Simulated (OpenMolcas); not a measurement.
## Ni⁺: effect of correlating more closed shells

```json
{
 "Program": "OpenMolcas 26.06",
 "Basis": "ANO-RCC-VTZP [6s5p3d2f1g]",
 "Scalar Hamiltonian": "DKH2, point nucleus",
 "Active space": "9 electrons in 6 orbitals (3d 4s)",
 "State averaging": "2S+1 = 2 even, 29 roots; 2S+1 = 4 even, 10 roots kept (CI in the orbitals of an earlier block)",
 "Spin-orbit coupling": "RASSI with atomic mean-field integrals over the reference wave functions, term energies averaged over their components"
}
```

Methods on the same reference wave functions:
A. CASSCF
B. MS-CASPT2, IPEA 0.25 Eh, imaginary shift 0.1 Eh (closed shells correlated: none)
C. MS-CASPT2, IPEA 0.25 Eh, imaginary shift 0.1 Eh (closed shells correlated: 3s 3p)

Energies in cm⁻¹ above 3d⁹ ²D_5/2, the measured ground level; measured values from NIST Handbook of Basic Atomic Spectroscopic Data.

```
               Level       A      B      C  Measured
       3d⁸ 4s ⁴F_9/2  -25306   6970   6090      8394
       3d⁸ 4s ⁴F_7/2  -24386   7860   6990      9330
       3d⁸ 4s ⁴F_5/2  -23628   8630   7750     10116
       3d⁸ 4s ⁴F_3/2  -23090   9180   8290     10664
       3d⁸ 4s ²F_7/2  -19070  11540  10970     13550
       3d⁸ 4s ²F_5/2  -17628  12970  12390     14996
3d⁸ 4s ²D_3/2 [70 %]   -6694  23500  21140          
       3d⁸ 4s ⁴P_3/2   -4786  24480  22910     24788
       3d⁸ 4s ⁴P_1/2   -4551  24560  23140     24836
          3d⁹ ²D_5/2     0.0    0.0    0.0       0.0
       3d⁸ 4s ²P_3/2     641  27980  26750     29071
       3d⁸ 4s ²P_1/2    1186  28450  27260     29593
          3d⁹ ²D_3/2    1608   1603   1602      1507
       3d⁸ 4s ²G_9/2    2467  32570  30520     32500
       3d⁸ 4s ²G_7/2    2470  32570  30520     32524
```

A puts 3d⁸ 4s ⁴F_9/2 lowest.

Deviations, from unrounded energies. A percentage is the sum of absolute deviations over the sum of measured energies, with the sign that they share, or ± where signs differ.

| Against measurement | Levels | A | B | C |
| --- | --- | --- | --- | --- |
| mean absolute deviation (cm-1) | 13 | 29000 | 990 | 2100 |
| fine structure of the ground term (%) | 1 | +6.7 | +6.4 | +6.3 |
| other configurations (%) | 12 | -156.4 | ±5.3 | -11.1 |

B lies closest to measurement on these levels and A furthest from it. The largest miss of B in the table is 3d⁸ 4s ²F_5/2, by -2000 cm-1. The ranking rests on the paired levels alone, and a cruder setting can come out closer through cancelling errors.

Between B and C the level of the table that moves most is 3d⁸ 4s ²D_3/2 [70 %], by 2400 cm-1 (lowest in C, highest in B). Moves below CASPT2's spread within the term are not significant.

The mean deviations of B to C differ by less than CASPT2's widest spread within a term (1200 cm-1), so their order carries little weight.

The lowest spin-free term lies below A's lowest term by 0.343 hartree in B, 0.707 hartree in C.

What an inner shell adds also hangs on whether the basis holds functions to correlate it.

CASPT2 does not keep the components of a term degenerate, so their means are used; among the terms shown or strongly mixed into the levels shown the widest spread is 1200 cm-1 (3d⁸ 4s ⁴F, C). Over all roots computed the reference weight is 0.90 to 0.95 in B; the roots of lowest weight are the least certain, and an intruder state may touch them. Terms from blocks run as CI alone lack orbitals of their own. A single d shell beside an s shell can misplace configurations of different d count against each other. Without dynamic correlation excited terms often stand tens of per cent too high (terms of higher spin than the ground term too low), and those without a measured partner can miss by more than the paired ones (holds for A). The lowest computed level is not the ground level that NIST lists (2D5/2) (holds for A). Some levels mix across a computed gap that differs much from the measured one, so their mixing is not that of the real levels (holds for C). Computed and measured levels are paired by configuration, term and J; levels that our copy of the source lacks, or whose pairing is in doubt (as where it misses far off the trend of its configuration), stay unpaired and out of the deviations. Levels of configurations outside the active space are missing. Levels that lie high or do not pair safely by name in every column are left out.

A share in square brackets marks a mixed level and gives the weight of the term that names it, the lowest over the columns.
